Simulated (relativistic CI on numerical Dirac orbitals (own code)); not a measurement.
## What each ingredient does to the levels of In XXIV

Base calculation: Dirac-Coulomb-Breit CI, orbitals from a KLI potential per configuration, model QED (radiative potential, 1s self-energy scaled to tabulated hydrogen-like ionisation energies), unscaled Slater integrals.

Configuration list (outside the closed core [Ne]): 3s2.3p6.3d8, 3s2.3p5.3d9, 3s2.3p4.3d10, 3s.3p6.3d9, 3p6.3d10, 3s.3p5.3d10, 3s2.3p6.3d7.4s, 3s2.3p6.3d7.4p, 3s2.3p6.3d7.4d, 3s2.3p4.3d9.4s, 3s2.3p6.3d7.4f, 3s2.3p5.3d8.4s, 3s2.3p4.3d9.4p, 3s2.3p6.3d6.4s2, 3s2.3p5.3d8.4p, 3s2.3p6.3d6.4s.4p. Levels of other configurations are missing.

The lowest level and the first level of each name with at least 55 % of one term (blank where a level has no safe partner in the second run):

```csv
Level,Base (eV),Shift (eV)
3s2.3p6.3d8 3F_4,0.000,0.000
3s2.3p6.3d8 3F_3,7.346,+0.006
3s2.3p6.3d8 3P_0,12.944,-0.002
3s2.3p6.3d8 3P_1,15.147,+0.003
3s2.3p6.3d8 1G_4,16.867,+0.002
3s2.3p6.3d8 1S_0,33.921,+0.004
3s2.3p5.3d9 3F°_4,206.511,-0.065
3s2.3p5.3d9 1D°_2,210.906,-0.063
3s2.3p5.3d9 3P°_1,224.290,-0.061
3s2.3p5.3d9 3P°_0,226.463,-0.062
3s2.3p5.3d9 3D°_1,230.738,-0.061
3s2.3p5.3d9 3F°_2,256.262,-0.064
3s2.3p5.3d9 1F°_3,267.266,-0.065
3s.3p6.3d9 3D_3,376.800,-0.042
3s.3p6.3d9 3D_2,379.561,-0.041
3s.3p6.3d9 3D_1,385.101,-0.049
3s.3p6.3d9 1D_2,388.302,-0.042
3s2.3p4.3d10 3P_2,436.165,+0.005
3s2.3p6.3d7.4s 5F_5,463.883,+2.529
3s2.3p6.3d7.4s 5F_3,471.297,+2.569
3s2.3p6.3d7.4s 5F_4,471.477,+2.659
3s2.3p4.3d10 3P_1,472.073,-0.023
```

At this charge energies of transitions that change n are usually good to better than 1 %, and those within a shell (Δn = 0) to a few per cent. Terms inside the open d or f shell come out 10 to 20 % too wide with unscaled integrals.

Question: One thing was changed in a second run, which moved the levels as shown. Which?
A. Breit term removed
B. QED terms removed
C. configuration mixing switched off
D. one mean potential for all configurations
E. P86 correlation estimate

Answer: D. One mean potential for all configurations. One potential for all configurations removes the relaxation of the orbitals, which moves whole configurations and changes the integrals a little.

LS names give the leading component of a level, which can be under half, so a name can repeat, a term be missing and a line seem to break the LS rules.
